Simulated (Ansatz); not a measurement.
Ansatz results at the PBE0-D4/def2-TZVP geometry: HOMO energy (B3LYP/def2-TZVPP) -6.51 eV; size of the dipole moment (PBE/def2-TZVPP) 1.01 D; zero-point energy (PBE0-D4/def2-TZVP) 92.0 kJ/mol.

Each molecule was computed in one conformer, which needn't be the lowest.

Problem. Which molecule gave them?
A. `N=CN=CF`
B. `[BH2][GeH]1[CH2][O]1`
C. `B1BSC1`
D. `OP1O[SiH2]1`

Solution. D. The others give `N=CN=CF`: -8.02, 2.60, 146.0; `[BH2][GeH]1[CH2][O]1`: -6.81, 1.58, 152.2; `B1BSC1`: -7.24, 1.17, 140.7.

B3LYP here is the variant with VWN-RPA as its local correlation; programs differ in this.
